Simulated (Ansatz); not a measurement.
Species: sum formula TaO$_{2}$Cl (charge 0, singlet). 
Geometry from a B3LYP-D3(BJ)/def2-TZVP (Ansatz, a program for electronic structure) optimisation:
```
Ta
O 1 1.7367
O 1 1.7367 2 106.71
Cl 1 2.3301 2 110.37 3 -119.93
```
Charge 0, spin multiplicity 1.

Basis-set convergence of Hartree-Fock and CCSD correlation energies (hartree) with Ansatz. Valence correlation only, unless marked. No spin-orbit coupling. The frozen core is the preceding noble-gas configuration, with the filled d and f shells of earlier blocks. Past Kr the def2 sets carry scalar-relativistic core potentials.

The T1 diagnostic of CCSD in the largest basis is 0.027, which is high, so the coupled-cluster rows are less sure than usual.

```csv
basis,functions,E(HF),"E(corr, CCSD)"
def2-SVP,78,-665.43205,-0.66927
def2-TZVPP,160,?,?
```

Q: Complete the blanks.

A: 
- def2-TZVPP, E(HF): -665.80836
- def2-TZVPP, E(corr, CCSD): -0.83715
